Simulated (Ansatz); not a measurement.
Ansatz (an electronic-structure program) input (CCSD(T)/def2-TZVPPD):
A basis named .json is the Basis Set Exchange file of that set.

Ansatz 0.2 input:
```yaml
crystal:
  periodic: [false, false, false]
  atoms:
    - {symbol: Ta, position_ang: [-0.00000000, -0.00000000, -0.16725400]}
    - {symbol: O, position_ang: [0.00000000, 0.00000000, 1.52619274]}
basis:
  gaussian:
    orbitals: def2-TZVPPD.json
magnetization: {spin_polarized: true, initial_magnetization: 1}
correlation: {method: ccsd_t, electrons: outside_noble_gas}
```

Output:

```
Functional definition: HF
integrals: 0.17 GiB planned
623 factors; integrals over basis functions are off by at most 1.4e-3 eV
mean field: 0.20 GiB planned
mean field evaluation 1: about -3564.0883 eV, gradient 4.2e1 eV
mean field evaluation 2: about -3564.0960 eV, gradient 4.2e1 eV
mean field evaluation 4: about -3571.4236 eV, gradient 2.7e0 eV
mean field evaluation 8: about -3571.5820 eV, gradient 4.1e-1 eV
mean field evaluation 16: about -3571.6035 eV, gradient 2.7e-6 eV
mean field evaluation 32: about -3571.5761 eV, gradient 1.1e0 eV
mean field evaluation 64: about -3571.1944 eV, gradient 6.5e0 eV
mean field evaluation 96: about -3571.6035 eV, gradient 8.9e-4 eV
mean field evaluation 128: about -3570.8354 eV, gradient 1.0e-1 eV
mean field evaluation 160: about -3571.6178 eV, gradient 7.2e-2 eV
mean field evaluation 192: about -3571.6087 eV, gradient 1.2e-1 eV
mean field evaluation 224: about -3571.5214 eV, gradient 2.6e0 eV
mean field evaluation 256: about -3570.8340 eV, gradient 6.6e-3 eV
mean field evaluation 288: about -3571.6138 eV, gradient 1.1e-1 eV
mean field evaluation 320: about -3571.6182 eV, gradient 3.5e-6 eV
mean field evaluation 352: about -3566.2594 eV, gradient 1.2e1 eV
mean field evaluation 384: about -3570.8179 eV, gradient 3.8e-1 eV
mean field evaluation 416: about -3569.8815 eV, gradient 8.3e-2 eV
mean field evaluation 448: about -3571.5733 eV, gradient 5.1e-1 eV
mean field evaluation 480: about -3571.6182 eV, gradient 1.1e-3 eV
mean field evaluation 512: about -3570.4684 eV, gradient 3.3e0 eV
mean field evaluation 544: about -3570.4703 eV, gradient 3.2e0 eV
mean field evaluation 576: about -3570.5468 eV, gradient 2.6e-1 eV
mean field evaluation 608: about -3570.1884 eV, gradient 2.2e-1 eV
mean field evaluation 640: about -3569.7304 eV, gradient 8.9e-1 eV
mean field evaluation 672: about -3569.5765 eV, gradient 1.7e0 eV
mean field evaluation 704: about -3569.4196 eV, gradient 7.8e-4 eV
mean field evaluation 736: about -3568.8735 eV, gradient 1.6e0 eV
mean field evaluation 768: about -3568.2891 eV, gradient 1.3e0 eV
mean field evaluation 800: about -3567.9676 eV, gradient 2.4e-3 eV
mean field evaluation 832: about -3567.9662 eV, gradient 2.1e-1 eV
mean field evaluation 864: about -3567.9677 eV, gradient 5.1e-3 eV
mean field evaluation 896: about -3567.2547 eV, gradient 3.2e-4 eV
mean field evaluation 928: about -3567.2563 eV, gradient 5.1e-2 eV
mean field evaluation 960: about -3567.2575 eV, gradient 7.6e-3 eV
mean field evaluation 992: about -3567.2137 eV, gradient 9.7e0 eV
mean field evaluation 1024: about -3567.3956 eV, gradient 3.1e0 eV
mean field evaluation 1056: about -3567.7726 eV, gradient 8.8e-2 eV
mean field evaluation 1088: about -3567.5459 eV, gradient 5.3e-4 eV
mean field evaluation 1120: about -3567.3833 eV, gradient 8.1e-2 eV
mean field evaluation 1152: about -3567.6054 eV, gradient 1.3e-3 eV
mean field evaluation 1184: about -3567.5985 eV, gradient 2.2e-1 eV
mean field evaluation 1216: about -3566.9142 eV, gradient 5.0e-3 eV
mean field evaluation 1248: about -3567.0992 eV, gradient 5.0e-2 eV
mean field evaluation 1280: about -3570.8322 eV, gradient 1.7e-1 eV
mean field evaluation 1312: about -3570.5600 eV, gradient 5.5e-2 eV
mean field evaluation 1344: about -3570.5645 eV, gradient 9.1e-4 eV
mean field evaluation 1376: about -3570.1364 eV, gradient 3.2e-1 eV
mean field evaluation 1408: about -3569.5737 eV, gradient 1.2e0 eV
mean field evaluation 1440: about -3570.1284 eV, gradient 5.9e-1 eV
mean field evaluation 1472: about -3570.1227 eV, gradient 3.0e0 eV
mean field evaluation 1504: about -3569.4196 eV, gradient 4.9e-3 eV
mean field evaluation 1536: about -3569.0912 eV, gradient 2.5e-1 eV
mean field evaluation 1568: about -3569.3851 eV, gradient 1.6e-2 eV
mean field evaluation 1600: about -3567.9540 eV, gradient 1.4e-2 eV
mean field evaluation 1632: about -3571.5693 eV, gradient 6.0e-1 eV
mean field evaluation 1664: about -3570.8340 eV, gradient 1.3e-3 eV
mean field evaluation 1696: about -3571.6035 eV, gradient 2.7e-2 eV
mean field evaluation 1728: about -3570.4925 eV, gradient 2.0e0 eV
mean field evaluation 1760: about -3570.8336 eV, gradient 2.0e-1 eV
mean field evaluation 1792: about -3570.1401 eV, gradient 1.7e-3 eV
mean field evaluation 1824: about -3570.1401 eV, gradient 2.7e-4 eV
mean field evaluation 1856: about -3570.1398 eV, gradient 1.5e-1 eV
mean field evaluation 1888: about -3569.4658 eV, gradient 1.6e0 eV
mean field evaluation 1920: about -3569.4898 eV, gradient 1.4e1 eV
mean field evaluation 1952: about -3568.1274 eV, gradient 1.1e-3 eV
mean field evaluation 1984: about -3567.8871 eV, gradient 5.1e-2 eV
mean field evaluation 2016: about -3568.4262 eV, gradient 7.6e-1 eV
mean field evaluation 2048: about -3568.3718 eV, gradient 2.1e-4 eV
mean field evaluation 2080: about -3567.6729 eV, gradient 4.6e-2 eV
mean field evaluation 2112: about -3571.6082 eV, gradient 3.9e-2 eV
mean field evaluation 2144: about -3570.8340 eV, gradient 7.7e-3 eV
mean field evaluation 2176: about -3570.8340 eV, gradient 4.6e-3 eV
mean field evaluation 2208: about -3568.4581 eV, gradient 6.4e-4 eV
mean field -3571.61815156 eV, -131.2545461402 hartree, gradient 3.5e-6 eV, S^2 1.113282; 33 other end points of the search recorded, 0 dependent functions left out
determinant -3571.61815156 eV, -131.2545461402 hartree, with singles and doubles -3581.58802043 eV, -131.6209320631 hartree
determinant -3570.83401450 eV, -131.2257296346 hartree, with singles and doubles -3580.49974185 eV, -131.5809385629 hartree
determinant -3570.56446231 eV, -131.2158237745 hartree, with singles and doubles -3580.08682152 eV, -131.5657640208 hartree
determinant -3570.56017913 eV, -131.2156663703 hartree, with singles and doubles -3580.31881329 eV, -131.5742895613 hartree
determinant -3570.21133592 eV, -131.2028466191 hartree, with singles and doubles -3579.94646939 eV, -131.5606061751 hartree
determinant -3570.14013831 eV, -131.2002301551 hartree, with singles and doubles -3579.98464033 eV, -131.5620089315 hartree
determinant -3569.87887013 eV, -131.1906287266 hartree, with singles and doubles -3579.47138304 eV, -131.5431470740 hartree
determinant -3569.73359226 eV, -131.1852898632 hartree, with singles and doubles -3579.49498493 eV, -131.5440144272 hartree
determinant -3569.41962272 eV, -131.1737516956 hartree, with singles and doubles -3579.28290121 eV, -131.5362204946 hartree
determinant -3569.38478593 eV, -131.1724714671 hartree, with singles and doubles -3579.33732402 eV, -131.5382204956 hartree
determinant -3569.19096418 eV, -131.1653486493 hartree, with singles and doubles -3578.70799787 eV, -131.5150931863 hartree
determinant -3569.09216701 eV, -131.1617179200 hartree, with singles and doubles -3578.71068492 eV, -131.5151919337 hartree
determinant -3568.58324713 eV, -131.1430154595 hartree, with singles and doubles -3578.36531835 eV, -131.5024999462 hartree
determinant -3568.45811079 eV, -131.1384167837 hartree, with singles and doubles -3576.66889865 eV, -131.4401576722 hartree
determinant -3568.37181855 eV, -131.1352456025 hartree, with singles and doubles -3577.89445417 eV, -131.4851960069 hartree
determinant -3568.12740660 eV, -131.1262636288 hartree, with singles and doubles -3577.79375916 eV, -131.4814955333 hartree
determinant -3571.60898294 eV, -131.2542091995 hartree, with singles and doubles -3581.62122524 eV, -131.6221523175 hartree
determinant -3571.61815156 eV, -131.2545461402 hartree, with singles and doubles -3581.56082405 eV, -131.6199326146 hartree
determinant -3571.60898294 eV, -131.2542091995 hartree, with singles and doubles -3581.57347580 eV, -131.6203975580 hartree
determinant -3571.60579485 eV, -131.2540920394 hartree, with singles and doubles -3581.63917280 eV, -131.6228118782 hartree
determinant -3571.60351236 eV, -131.2540081595 hartree, with singles and doubles -3581.65366956 eV, -131.6233446244 hartree
5 core orbitals not correlated
reference -3571.61815156 eV, -131.2545461402 hartree; 6, 5 occupied and 88, 89 virtual orbitals, 623 factors
second order -10.13684603 eV of doubles, -0.00000000 eV of singles
coupled cluster: 0.45 GiB planned
cycle   1  -9.94267687 eV  change   -4.4e-6 eV  update   6.7e-6
cycle   2  -9.94267556 eV  change    1.3e-6 eV  update   6.0e-6
coupled cluster: 0.45 GiB planned
perturbative correction -0.70592564 eV, -0.0259422889 hartree
Total energy: -3582.26675276 eV, -131.6458750163 hartree
```

The spin state was set by rule; other spins were not relaxed.

The determinant is spin-contaminated: <S^2> is 1.11 against 0.75 for a pure state.
